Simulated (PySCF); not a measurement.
# How the method changes the shape and vibrations of Al2H2NO cation

Calculated results; nothing here was measured. They come from PySCF 2.14.0, an open-source quantum chemistry program, on an isolated molecule that a program drew, which may never have been made. The molecule is Al2H2NO cation (charge +1, singlet), drawn as the SMILES string `[NH2][Al+][Al]=[O]`.

The geometry was optimised and harmonic frequencies were computed with HF and MP2, all in the cc-pV(D+d)Z basis, for the commonest isotopes, with a restricted reference for singlets and an unrestricted one otherwise, and a frozen core in MP2. Each result is a local minimum of its method.

Geometry at the HF minimum:
```xyz
6
Al2H2NO cation, angstrom
N    -1.1384    2.1114   -0.8579
Al    0.0282    0.8920   -0.5805
Al    1.7994   -0.9592   -0.1590
O     2.8658   -2.0738    0.0946
H    -1.2980    2.5817   -1.7358
H    -1.7790    2.4774   -0.1701
```

Lengths of the bonds as drawn, in Å (atoms numbered as above):
```
bond,HF,MP2
N1-Al2,1.710,1.732
Al2-Al3,2.596,2.598
Al3-O4,1.563,1.635
N1-H5,1.009,1.024
N1-H6,1.009,1.024
```

Rotational constants, in GHz:
| constant | HF | MP2 |
|---|---|---|
| A | 372.3 | 359.2 |
| B | 1.349 | 1.317 |
| C | 1.344 | 1.312 |

Harmonic frequencies in cm^-1, each column in rising order, so a row needn't be the same motion in every method:
| rank | HF | MP2 |
|---|---|---|
| 1 | 82 | 62 |
| 2 | 84 | 62 |
| 3 | 153 | 125 |
| 4 | 157 | 133 |
| 5 | 288 | 268 |
| 6 | 566 | 480 |
| 7 | 673 | 613 |
| 8 | 967 | ? |
| 9 | 1213 | 1034 |
| 10 | 1647 | 1518 |
| 11 | 3720 | 3544 |
| 12 | 3796 | 3636 |

**Estimate the missing MP2 frequency from the HF column.**

A single factor s that minimises the squared misfit of MP2 against s times HF over the other rows is sum(HF x MP2) / sum(HF^2) = 0.9461, with an rms misfit of 45 cm^-1. For rank 8 it gives 0.9461 x 967 = 915 cm^-1. The calculation gives 915 cm^-1, the same as the estimate. The drawn bonds are on average 1.8 % longer in MP2 than in HF.
